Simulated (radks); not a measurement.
Task: Excited configurations of Ne2+: one electron is placed in a higher orbital outside [He] 2s2 2p3. The ground configuration is [He] 2s2 2p4. Method: non-relativistic Kohn-Sham, PBE, spin-unpolarised, spherical densities, point nucleus; computed with a radial shooting solver on a logarithmic mesh with Libxc functionals. Excitation = E - E(ground); binding = E(ion) - E, where the ion is the core of charge +3; n* = 3/sqrt(2 binding) in atomic units, and the quantum defect is n - n*.

outer orbital  excitation (eV)  binding (eV)     n*  quantum defect  eigenvalue (eV)  <r> (bohr)
3s                      42.910        24.527  2.234           0.766          -20.566       2.551
3p                      47.474        19.963  2.477           0.523          -16.416       2.815
4d                      59.003         8.434  3.810           0.190           -6.998       6.371
4f                      59.766         7.671  3.995           0.005           -6.190       5.968
5d                      61.995         5.442  4.743           0.257           -4.634       10.50
6s                      62.754         4.683  5.113           0.887           -4.081       13.38
7s                      64.111         3.326  6.067           0.933           -2.915       18.91

Estimate the row for 6p.

Result: excitation (eV) 63.146; binding (eV) 4.291; n* 5.342; quantum defect 0.658; eigenvalue (eV) -3.729; <r> (bohr) 14.31. The Delta-SCF ionisation energy is 67.437 eV (NIST Atomic Spectra Database: 63.423 eV, measured). Self-interaction in the functional shifts the binding energies and quantum defects, so they are the method's values and not measured ones. Spin polarisation and multiplet splitting are left out, so open shells lie too high by an amount that depends on their filling.

Beside tabulated values, note that spin-unpolarised runs miss the spin-polarisation part of the exchange energy of open shells.
